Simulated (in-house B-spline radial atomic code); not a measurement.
Results of a calculation; reference values are marked as such.
# Ghost states of the separable form: Al

Al, [Ne] 3s2 3p1, non-relativistic LDA (VWN5), spherical and spin-unpolarised, from an all-electron radial atomic-structure program (B-spline basis) (atomic units; all potentials screened as in the neutral atom).

Troullier-Martins channels: 3s (ε = -0.2869, r_c = 2.29 bohr), 3p (ε = -0.1025, r_c = 2.95 bohr). In the Kleinman-Bylander form one channel serves as the local potential, and each other channel l becomes |δV u><u δV|/<u|δV|u>, with δV = V_l − V_local and u the pseudo-orbital. Its strength is E_KB = <u|δV²|u>/<u|δV|u>. By the analysis of Gonze, Stumpf and Scheffler a spurious state lies below the reference level ε if E_KB > 0 and ε is above the second level of the local potential alone, or if E_KB < 0 and ε is above its first. The table's levels are those of angular momentum l in a sphere of 9 bohr, whose wall can lift a shallow ε a little above its free-atom value.

```
local  channel  <u δV u>  <u δV² u>        ε  first local level  second local level
    p        s  0.049558   0.078532  -0.2868            -0.4026              0.0065
    s        p  -0.01612   0.028727  -0.1005            -0.0915              0.1394
```

Task: Apply the rule to each row.

Result: Local p, channel s: E_KB = +1.58, so ε = -0.2868 is set against 0.0065: no ghost. Local s, channel p: E_KB = -1.78, so ε = -0.1005 is set against -0.0915: no ghost.

Diagonalising the separable Hamiltonian gives:

```tsv
local	channel	three lowest levels	all-electron, two lowest valence levels
p	s	-0.2868, 0.0497, 0.3684	-0.2868, 0.0499
s	p	-0.1005, 0.1292, 0.4618	-0.1005, 0.1298
```

Task: Which choices of local channel are safe?

Result: All are free of ghosts. Among the safe choices the second level, which tests transfer, is off by at most 0.6 millihartree (s local), 0.2 millihartree (p local).
